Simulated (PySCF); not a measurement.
A GIAO shielding run with PySCF (density fitting, non-relativistic, gas phase) on SMILES CN(C)c1snnc1C(F)(F)F, C₅H₆F₃N₃S:

```
{"job": {"kind": "nmr", "xc": "PBE0", "basis": "pcSseg-1"}, "charge": 0, "multiplicity": 1}
C     -0.827993    -1.241615    -0.845395
N     -0.936199     0.102080    -0.326087
C     -2.214174     0.771782    -0.368946
C      0.076429     0.744071     0.267297
S     -0.106375     2.391850     0.793080
N      1.473748     2.448880     1.345742
N      2.083847     1.378354     1.171408
C      1.397604     0.383835     0.589996
C      2.098782    -0.917692     0.418449
F      3.280894    -0.937756     1.024646
F      2.330528    -1.233846    -0.879129
F      1.395905    -1.962312     0.913875
H     -1.628133    -1.405016    -1.563686
H      0.118187    -1.378074    -1.363913
H     -0.908164    -1.987866    -0.050625
H     -2.959583     0.112371    -0.803721
H     -2.535984     1.054732     0.637520
H     -2.148076     1.682538    -0.972168
```

Hardware: 1 thread of an Arm Neoverse V1, shared host. The job also computes population analyses, field gradients, ring-centre shieldings.

Task: How large is the calculation?

Result: 100 electrons, 241 basis functions and 1259 auxiliary functions.

Task: How long does it take?

Result: 57 s of wall time, with 14 SCF cycles and 5 response iterations. Times on a shared host scatter by some tens of per cent.
